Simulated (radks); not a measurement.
The numbers below are computed, except where a source is named.
Polarisability of the tin ion Sn3+, [Kr] 4d10 5s1, at imaginary frequency. Code: a radial shooting solver on a logarithmic mesh with Libxc functionals. Model: non-relativistic Kohn-Sham, LDA (Slater exchange, Perdew-Wang correlation), spin-polarised, spherical densities, point nucleus; open shells are filled with parallel spins first (spin-orbit coupling, left out, can overturn this in heavy ions); relativity is left out, which matters for an element this heavy. Response by self-consistent Sternheimer equations with the Hartree and adiabatic LDA kernel.

w (hartree)  alpha1(iw) (bohr^3)  alpha2(iw) (bohr^5)
0.00266                    9.904                26.02
0.0143                     9.890                26.01
0.0360                     9.812                25.96
0.0697                     9.571                25.80
0.118                      9.020                25.40
0.186                      8.039                24.55
0.280                      6.679                22.92
0.413                      5.216                20.20
0.605                      3.942                16.32
0.892                      2.942                11.81
1.35                       2.133                7.613
2.12                       1.412                4.398
3.59                      0.7651                2.199
6.94                      0.2938               0.8197
17.5                     0.06773               0.1610

Static values: alpha1 = 9.904 bohr^3 (1.468 angstrom^3; uncoupled 15.15), alpha2 = 26.02 bohr^5, alpha3 = 152.9 bohr^7. C6 = 38.92, C8 = 636.5, triple-dipole C9 = 243.9 atomic units. One-pole (London) frequency 4 C6 / (3 alpha1^2) = 0.529 hartree, against 1.305 for minus the highest occupied eigenvalue. The dipole shielding factor is 0.940, as the force sum rule N/Z = 0.940 demands.
